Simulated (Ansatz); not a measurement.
`C=CBBr` + NH₃ → `NBBr` + ethylene at 600 K and 1 bar (ligand exchange at a B–C bond).

Isolated molecules relaxed with PBE0-D4/def2-TZVP in Ansatz; ΔE leaves out vibrations. CCSD(T)/CBS is the MP2 limit (def2-TZVPP, def2-QZVPP) plus CCSD(T) − MP2 in def2-TZVPP, frozen cores. This one scheme is used for every species. For Br outer-core shells are correlated without core-valence functions, which leaves a few kJ/mol of doubt a bond. Scalar relativity is left out up to krypton. Each species was taken in one conformer, which may not be the lowest.

| species | CCSD(T)/CBS energy (Eh) | H − E (kJ/mol) | S (J/(mol·K)) |
| --- | --- | --- | --- |
| `C=CBBr` | -2676.63535 | 191.6 | 375.1 |
| NH₃ | -56.50880 | 112.4 | 219.5 |
| `NBBr` | -2654.70322 | 142.6 | 330.6 |
| `C=C` | -78.48111 | 161.6 | 257.2 |

H − E and S are ideal-gas, rigid-rotor, harmonic terms from PBE0-D4/def2-TZVP, for one conformer and one mirror image of each species. 1 Eh = 2625.50 kJ/mol, R = 8.31446 J/(mol·K).

Question: By hand: ΔE, ΔH, ΔS and ΔG.

Answer: ΔE = (-2654.70322) + (-78.48111) − (-2676.63535) − (-56.50880) = -0.04018 Eh = -105.5 kJ/mol. Δ(H − E) = 142.6 + 161.6 − 191.6 − 112.4 = 0.2, so ΔH = -105.3 kJ/mol. ΔS = 330.6 + 257.2 − 375.1 − 219.5 = -6.8 J/(mol·K). ΔG = -105.3 − 600 × (-6.8)/1000 = -101.2 kJ/mol.

Question: By hand: the equilibrium constant, and the temperature at which ΔG would vanish if ΔH and ΔS stayed fixed.

Answer: log₁₀ K = −ΔG/(RT ln 10) = 8.8. ΔG = 0 at ΔH/ΔS = 15485 K, far beyond where these terms or the molecules hold.

The number of gas molecules stays the same, so ΔS is small and ΔH decides. A doubt of 5 kJ/mol in ΔE shifts log₁₀ K by 0.4 here. Other conformers and mirror images would add mixing entropy, several J/(mol·K) or more a flexible species. These are equilibria of isolated gas molecules and say nothing of rates. Largest T1 diagnostic: 0.011 (customary marks: 0.02 for closed shells, 0.045 for open ones).
